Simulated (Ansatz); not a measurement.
Input for Ansatz (an electronic-structure program): U-PBE/def2-TZVPP on F3La (SMILES [F][La]([F])[F]), a point of a bond scan (R = 1.729 Å). Elements past Kr take the def2 small-core potentials; no spin–orbit coupling.

Ansatz 0.2 input:
```yaml
crystal:
  periodic: [false, false, false]
  atoms:
    - {symbol: La, position_ang: [0.03201906, -0.05692400, -0.13637047]}
    - {symbol: F, position_ang: [-1.47601836, -0.81294877, 0.24239306]}
    - {symbol: F, position_ang: [-0.06737706, 2.06676129, -0.52460377]}
    - {symbol: F, position_ang: [1.71761741, -0.70428766, 1.05119948]}
basis:
  gaussian:
    orbitals: def2-TZVPP
hamiltonian:
  xc: {name: PBE}
magnetization: {spin_polarized: true, initial_magnetization: 0}
```

**Question.** Give the final energy of this run.

**Answer.** -331.1470 hartree.

**Question.** How many basis functions does it have, and what does it roughly cost on one machine?

**Answer.** 149 functions; very roughly 6 core-seconds.
